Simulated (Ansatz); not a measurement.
# Which method gave which barrier?

Saddle point of SiH$_{3}$SF$_{3}$, closed shell (SiH₂SF₂ ([F][SiH]([F])[SH]) + HF → SiHF₃ ([F][SiH]([F])[F]) + H₂S; bonds formed: Si1–F7, S2–H6; bonds broken: Si1–S2, H6–F7), PBE0-D4/def2-TZVP structure:

```xyz
8
angstrom
Si -0.5840 -0.0790 -0.4558
S 0.5717 -0.3051 1.6022
F 0.1409 -0.3972 -1.8350
F -1.7993 0.9397 -0.4390
H -1.2960 -1.3602 -0.2725
H 0.9404 0.9353 0.6994
F 0.5581 1.3949 -0.3286
H 1.4682 -1.1285 1.0293
```

Ansatz 0.2.0; basis: def2-TZVPP, with def2-QZVPP for the basis limit; cores frozen in the correlated methods. Extrapolation: Hartree–Fock as exp(−7.88 √X), correlation as X^−2.97. Four methods, as single points on the PBE0-D4 structures, gave these electronic barriers from the start structure: 85.2, 95.8, 125.1, 174.5 kJ/mol.

Problem. The methods were, in alphabetical order, BHLYP-D4, BLYP-D4, HF, r2SCAN-D4. Which gave which? (A judgement: the text doesn't fix the answer.)

Solution. The calculation gives: r2SCAN-D4 85.2; BLYP-D4 95.8; BHLYP-D4 125.1; HF 174.5 kJ/mol. For comparison, CCSD(T) at an estimated basis limit (MP2 extrapolated from triple and quadruple zeta, plus CCSD(T) − MP2 in triple zeta) gives 115.3 kJ/mol.

The T1 diagnostic stays at or below 0.013.

Labels in which every atom is bracketed show which atoms are joined, not bond orders.

For scale, one of the runs: CCSD(T)/def2-TZVPP, 219 basis functions, launched by `ansatz run in.yaml --threads 4 --pin off --events-out ev --progress --plain --max-ram 9574MiB`. The run took 80 s on 4 CPU threads of an Arm Neoverse V2 (shared host), with 3.4 GiB of host memory at its peak.
